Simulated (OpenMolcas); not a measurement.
# Cu2+: moving the ligands

Cu2+ with 6 ligands (sulfide) in octahedral coordination (Oh) at 2.51 Å. A charge of +1.67 e stands 2.8 Å behind each ligand. Ligand basis ANO-RCC-VDZP.
```
Cu    0.0000    0.0000    0.0000
S     2.5100    0.0000    0.0000
S     0.0000    2.5100    0.0000
S    -2.5100    0.0000    0.0000
S     0.0000   -2.5100    0.0000
S     0.0000    0.0000    2.5100
S     0.0000    0.0000   -2.5100
```

* Program: OpenMolcas
* Method: SS-CASPT2, IPEA 0.25 Eh, imaginary shift 0.1 Eh (closed shells correlated: 3s 3p and the ligand valence shells)
* Basis: ANO-RCC-VTZP [6s5p3d2f1g]
* Scalar Hamiltonian: DKH2, point nucleus
* Active space: 9 electrons in 5 orbitals (3d)
* State averaging: 2S+1 = 2 even, 5 roots
* Spin-orbit coupling: state interaction with AMFI integrals over the reference wave functions

Runs around this geometry, states (labels of O, the rotations of Oh). Energies in cm-1 above the lowest state or level, χT in cm3 K/mol; 10Dq is the gap between the two states.

| R (Å) | Ground state | First state of that spin | 10Dq | First gap with spin-orbit (degeneracies) | χT at 300 K |
| --- | --- | --- | --- | --- | --- |
| 2.34 | 2E | 2T2 4570 | 4574 | 3950 (4, 2) | 0.677 |
| 2.51 | 2E | 2T2 2950 | 2951 | 2410 (4, 2) | 0.822 |
| 2.6 | 2E | 2T2 2360 | 2362 | 1870 (4, 2) | 0.906 |

Taking |10Dq| as R^-n, n = -ln(2362 / 4574) / ln(2.6 / 2.34) = 6.3 between the shortest and longest distance. The point-charge formula for a cubic d site gives n = 5.

Over all roots computed the reference weight is 0.62 in R = 2.34, 0.63 in R = 2.51, 0.63 in R = 2.6; a low but even weight reflects the number of correlated electrons. An orbital doublet at a regular site is open to a Jahn-Teller distortion, which this geometry leaves out. The sulfide ions are held by bare point charges, a crude embedding. A single d shell leaves out the double-shell effect, which counts most for late 3d ions, where the CASPT2 field can be off either way by tens of per cent. Ligand-to-metal charge-transfer states are missing. With oxide or sulfide held by bare charges the field of late divalent 3d ions can come out several times too small, and g and χT far too large. With one d shell and no ligand orbital active, 10Dq can be off by tens of per cent for divalent 3d ions, low with halides held by bare charges and at times high in hosts, and the orbital part of g and χT goes as 1/10Dq. Free-ion shares, where given, are those of the reference states; single-state CASPT2 does not remix them. No measured value stands beside these numbers; the geometry is a model, was not optimised and need not be the one that this ion takes.
